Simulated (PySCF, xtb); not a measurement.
B(H)(Me)(OSiH3) (CH₇BOSi), SMILES CBO[SiH3]. Other conformers were not sampled.

Harmonic wavenumbers (cm⁻¹) from GFN2-xTB (xtb) at its own minimum, in rising order: 75, 76, 80, 137, 348, 591, 624, 632, 683, 755, 795, 824, 884, 891, 986, 1128, 1378, 1409, 1488, 1495, 2220, 2264, 2277, 2500, 3015, 3028, 3045.

Q: What does PBE-D3(BJ)/def2-SVP in PySCF give at its own minimum? (The exact figures need the calculation; the answer reports its results.)

A: 71, 101, 124, 150, 354, 625, 654, 698, 706, 856, 908, 916, 934, 957, 993, 1119, 1250, 1338, 1380, 1405, 2169, 2192, 2194, 2463, 2962, 3034, 3080. Paired by order, the mean absolute difference is 53 cm⁻¹ and the zero-point energies are 48.1 and 48.1 kcal/mol.
